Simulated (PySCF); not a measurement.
Vertical excitations of a molecule C3H6BNO from TDA-PBE/def2-SVPD in PySCF, as energy in eV (oscillator strength): 5.55 (0.000), 5.77 (0.000), 5.94 (0.076), 6.02 (0.048), 6.15 (0.004), 6.26 (0.006), 6.32 (0.074), 6.45 (0.002), 6.63 (0.004), 6.65 (0.004). Lowest triplet (TDA): 4.70 eV. Geometry optimised at ωB97X-D3(BJ)/def2-SVP. One conformer was computed; it need not be the lowest.

Task: Pick the molecule that these values belong to.
A) C#CB(N)OC
B) CC#CB(N)O
C) CB(C)OC#N
D) C=C1COB1N

Result: B, CC#CB(N)O
